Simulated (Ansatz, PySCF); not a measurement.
C3H8FNSi, SMILES C/C=N/[C@H](F)[SiH3]. Atoms are numbered in the order given.

```xyz
14

C      2.8623     0.8888    -0.1739
C      1.4847     0.4378    -0.5551
N      0.8130    -0.3502     0.1790
C     -0.5030    -0.7422    -0.1857
F     -0.9146    -0.2836    -1.4466
Si    -1.7276    -0.0480     1.1102
H      3.5893     0.5974    -0.9501
H      3.1562     0.4452     0.7873
H      2.8979     1.9883    -0.0970
H      1.0737     0.8151    -1.5083
H     -0.5366    -1.8462    -0.2210
H     -1.4176    -0.6113     2.4529
H     -3.1175    -0.4174     0.7194
H     -1.5801     1.4337     1.1206
```
Charge 0, spin multiplicity 1.

The structure is a stationary point at ωB97X-D3(BJ)/def2-SVP. The structure was generated by enumeration; whether it is a known compound was not checked. One conformer was computed; it need not be the lowest.

Two levels are set side by side: PBE-D3(BJ)/def2-SVP (Ansatz, an electronic-structure program) and ωB97X-D3(BJ)/def2-SVP (PySCF). Each level has its own optimised geometry; the coordinates shown are those of the second. Frequencies come from the Hessian of PySCF at each geometry. Differences are taken from unrounded values.

```tsv
quantity	ωB97X-D3(BJ)
mean bond length (Å)	1.345
bond C1–C2 (Å)	1.499
bond C2–N3 (Å)	1.269
bond N3–C4 (Å)	1.421
bond C4–F5 (Å)	1.403
bond C4–Si6 (Å)	1.913
bond C1–H7 (Å)	1.103
bond C1–H8 (Å)	1.099
bond C1–H9 (Å)	1.103
bond C2–H10 (Å)	1.104
bond C4–H11 (Å)	1.105
bond Si6–H12 (Å)	1.489
bond Si6–H13 (Å)	1.490
bond Si6–H14 (Å)	1.489
highest harmonic wavenumber (cm⁻¹)	3194
mean harmonic wavenumber (cm⁻¹)	1284
zero-point energy (kcal/mol)	66.07
```

Q: What does PBE-D3(BJ) give, and how far is it from ωB97X-D3(BJ)? (An estimate is asked for; the answer gives what the named calculation found.)

A: 
```tsv
quantity	PBE-D3(BJ)	PBE-D3(BJ) minus ωB97X-D3(BJ)
mean bond length (Å)	1.354	0.009
bond C1–C2 (Å)	1.496	-0.003
bond C2–N3 (Å)	1.283	0.013
bond N3–C4 (Å)	1.410	-0.010
bond C4–F5 (Å)	1.420	0.016
bond C4–Si6 (Å)	1.932	0.018
bond C1–H7 (Å)	1.111	0.008
bond C1–H8 (Å)	1.106	0.007
bond C1–H9 (Å)	1.111	0.009
bond C2–H10 (Å)	1.114	0.009
bond C4–H11 (Å)	1.116	0.011
bond Si6–H12 (Å)	1.502	0.013
bond Si6–H13 (Å)	1.503	0.013
bond Si6–H14 (Å)	1.501	0.012
highest harmonic wavenumber (cm⁻¹)	3093	-101
mean harmonic wavenumber (cm⁻¹)	1225	-59
zero-point energy (kcal/mol)	63.05	-3.01
```

Exact exchange shortens and stiffens bonds; PBE has none. Differences between two approximate levels are no errors against the true value.
